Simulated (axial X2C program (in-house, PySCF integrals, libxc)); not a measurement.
# Nuclear properties of TeSe

Calculated with an axial X2C code built on PySCF integrals: two-component X2C with atomic mean-field Coulomb and Gaunt terms, Gaussian nuclei, basis Te dyall-cv3z, Se dyall-cv3z with contracted cores.

R = 2.361 Å (near the PBE0 minimum at charge 0 of the determinant lowest at the starting distance; the state shown can have its own minimum elsewhere).

Determinant lowest in the PBE0 search, Ω = 1 (⟨Sz⟩ = 0.99, ⟨Lz⟩ = 0.01 at PBE0), spin on the atoms Te 0.55, Se 0.45:

```
    level  Eeff magnitude (GV/cm)  Ws magnitude Te (kHz)  Ws magnitude Se (kHz)  A∥/gI Te (MHz)  qzz Te (a.u.)  A∥/gI Se (MHz)  qzz Se (a.u.)  μ (D)
     PBE0                   0.495                 0.0946                  0.118            -578           3.55            -316           2.67  -0.95
       HF                    2.38                   2.17                  0.355            -111           3.15            -301           2.62  -1.18
    TPSSh                   0.603                0.00933                    0.1            -585           3.69            -308           2.70  -0.91
    B3LYP                   0.842                  0.161                 0.0873            -525           3.77            -303           2.65  -0.91
BHandHLYP                   0.246                   0.31                  0.157            -410           3.67            -290           2.65  -1.01
```

Determinant 0.17 eV from it at PBE0 and this distance, Ω = 0 (closed shell), highest spinor 48% Te p, 46% Se p, 3% Te d:

```json
{"level": "PBE0", "qzz Te (a.u.)": "3.85", "qzz Se (a.u.)": "2.87", "μ (D)": "-1.11"}
{"level": "HF", "qzz Te (a.u.)": "3.05", "qzz Se (a.u.)": "2.90", "μ (D)": "-1.44"}
{"level": "TPSSh", "qzz Te (a.u.)": "3.98", "qzz Se (a.u.)": "2.89", "μ (D)": "-1.06"}
{"level": "B3LYP", "qzz Te (a.u.)": "3.96", "qzz Se (a.u.)": "2.89", "μ (D)": "-1.10"}
{"level": "BHandHLYP", "qzz Te (a.u.)": "3.74", "qzz Se (a.u.)": "2.91", "μ (D)": "-1.23"}
```

Eeff is the effective electric field on the electron electric dipole moment in this Ω state and Ws the scalar–pseudoscalar constant of the nucleus named (defined with the proton number Z and per Ω); A∥ (defined per Ω) follows by multiplying with gI = μI/(I μN); qzz is the electric field gradient, eQq0 = 234.96 MHz × Q/barn × qzz; μ is positive if the Se end (last atom) is positive. The operators were transformed with the bare-nucleus X2C matrices; with these basis sets, hyperfine constants and field gradients can be off by tens of per cent, and where levels differ in sign neither size nor sign is settled.

Problem. With gI(77Se) = 1.0701 (g factors from the IAEA table of nuclear moments by Stone), turn the PBE0 values of the first state into constants in MHz.

Solution. A∥(77Se) = -316 × 1.0701 = -338 MHz.

Each state is one determinant with collinear spin, which with several unpaired electrons need not be a pure state. Unrestricted Hartree–Fock can overshoot spin polarisation at the nuclei. In the state Ω = 1 the sign of Eeff differs between levels (HF against PBE0). A closed determinant beside an open π² or δ² triplet, such as (π1/2)², mixes with its partner pair into the 0⁺ component of the triplet and ¹Σ⁺, so its energy is not that of a level, and 0⁺ can lie lowest. With several open shells hyperfine constants can be off by a factor of several. Where Eeff spreads by more than a factor of two the levels disagree and none is to be relied on. Open-shell Ω = 0 determinants with evenly filled partner blocks cannot be reached by this program, so the Ω shown need not be the lowest component. States lie within half an eV, so the first need not be the ground state. The sign of Ws at Te differs between levels in the first state. Further determinants of the search, some of them spin-mixed, are not shown. Where a field gradient or hyperfine factor spreads by more than a factor of two over the levels, a constant derived from it is not to be relied on. PBE0 term energies can be off by some tenths of an eV.
